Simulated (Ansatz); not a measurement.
Ansatz (an electronic-structure program) input (B3LYP-D3(BJ)/def2-TZVP):

Ansatz 0.2 input:
```yaml
crystal:
  periodic: [false, false, false]
  atoms:
    - {symbol: In, position_ang: [0.94616280, -0.21979114, -0.32751983]}
    - {symbol: Br, position_ang: [-0.75500363, 1.81368730, -1.15238136]}
    - {symbol: Br, position_ang: [-0.56962429, -1.50597971, 1.61090912]}
basis:
  gaussian:
    orbitals: def2-TZVP
hamiltonian:
  xc: b3lyp
  dispersion: d3bj
total_charge: -1
phonons: {temperatures: {t_min: 298.15, t_max: 298.15, t_step: 100}}
```

Output:

```
Functional definition: B3LYP
integrals: 0.08 GiB planned
1291 factors; their error is unknown
mean field: 0.77 GiB planned
mean field evaluation 1: about -145274.9200 eV, gradient 2.0e1 eV
mean field evaluation 2: about -145274.8815 eV, gradient 1.8e1 eV
mean field evaluation 4: about -145275.2898 eV, gradient 1.5e-1 eV
mean field evaluation 8: about -145276.0262 eV, gradient 4.6e-1 eV
mean field evaluation 16: about -145276.0264 eV, gradient 3.7e-5 eV
mean field -145276.02638708 eV, -5338.7954980978 hartree, gradient 3.7e-5 eV, S^2 0.000000; 0 other end points of the search recorded, 0 dependent functions left out
the calculation of the forces begins
reference -145276.02660587 eV, -5338.7955061383 hartree; 46, 46 occupied and 100, 100 virtual orbitals, 1291 factors
these checks for a lower state are left out or cut short: stability, starts, cluster_reference, orbital_swaps, neighbouring_geometries, increment
integrals: 0.08 GiB planned
1291 factors; their error is unknown
mean field: 0.77 GiB planned
mean field -145276.02638123 eV, -5338.7954978826 hartree, gradient 2.7e-6 eV, S^2 0.000000; 0 other end points of the search recorded, 0 dependent functions left out
the calculation of the forces begins
reference -145276.02660003 eV, -5338.7955059235 hartree; 46, 46 occupied and 100, 100 virtual orbitals, 1291 factors
these checks for a lower state are left out or cut short: stability, starts, cluster_reference, orbital_swaps, neighbouring_geometries, increment
integrals: 0.08 GiB planned
1291 factors; their error is unknown
mean field: 0.77 GiB planned
mean field evaluation 32: about -145276.0264 eV, gradient 2.7e-6 eV
mean field -145276.02637518 eV, -5338.7954976603 hartree, gradient 2.7e-6 eV, S^2 0.000000; 0 other end points of the search recorded, 0 dependent functions left out
the calculation of the forces begins
reference -145276.02659396 eV, -5338.7955057004 hartree; 46, 46 occupied and 100, 100 virtual orbitals, 1291 factors
these checks for a lower state are left out or cut short: stability, starts, cluster_reference, orbital_swaps, neighbouring_geometries, increment
integrals: 0.08 GiB planned
1291 factors; their error is unknown
mean field: 0.77 GiB planned
mean field -145276.02645912 eV, -5338.7955007451 hartree, gradient 2.7e-6 eV, S^2 0.000000; 0 other end points of the search recorded, 0 dependent functions left out
the calculation of the forces begins
reference -145276.02667793 eV, -5338.7955087865 hartree; 46, 46 occupied and 100, 100 virtual orbitals, 1291 factors
these checks for a lower state are left out or cut short: stability, starts, cluster_reference, orbital_swaps, neighbouring_geometries, increment
integrals: 0.08 GiB planned
1291 factors; their error is unknown
mean field: 0.77 GiB planned
mean field -145276.02630197 eV, -5338.7954949700 hartree, gradient 2.7e-6 eV, S^2 0.000000; 0 other end points of the search recorded, 0 dependent functions left out
the calculation of the forces begins
reference -145276.02652074 eV, -5338.7955030096 hartree; 46, 46 occupied and 100, 100 virtual orbitals, 1291 factors
these checks for a lower state are left out or cut short: stability, starts, cluster_reference, orbital_swaps, neighbouring_geometries, increment
integrals: 0.08 GiB planned
1291 factors; their error is unknown
mean field: 0.77 GiB planned
mean field -145276.02637964 eV, -5338.7954978244 hartree, gradient 2.7e-6 eV, S^2 0.000000; 0 other end points of the search recorded, 0 dependent functions left out
the calculation of the forces begins
reference -145276.02659843 eV, -5338.7955058646 hartree; 46, 46 occupied and 100, 100 virtual orbitals, 1291 factors
these checks for a lower state are left out or cut short: stability, starts, cluster_reference, orbital_swaps, neighbouring_geometries, increment
integrals: 0.08 GiB planned
1291 factors; their error is unknown
mean field: 0.77 GiB planned
mean field evaluation 64: about -145276.0264 eV, gradient 2.7e-6 eV
mean field -145276.02638849 eV, -5338.7954981495 hartree, gradient 2.7e-6 eV, S^2 0.000000; 0 other end points of the search recorded, 0 dependent functions left out
the calculation of the forces begins
reference -145276.02660729 eV, -5338.7955061902 hartree; 46, 46 occupied and 100, 100 virtual orbitals, 1291 factors
Total energy: -145276.21097180 eV, -5338.8022814610 hartree
Atom 0 at     0.946163    -0.219791    -0.327520 Å, force    -0.000025     0.000006     0.000008 eV/Å
Atom 1 at    -0.755004     1.813687    -1.152381 Å, force     0.000019    -0.000130     0.000102 eV/Å
Atom 2 at    -0.569624    -1.505980     1.610909 Å, force     0.000005     0.000125    -0.000110 eV/Å
Dipole moment:     0.610439    -0.141803    -0.211307 e Å
Vibrations: 48.74 143.83 156.97 cm⁻¹, zero-point energy 0.021668 eV
```
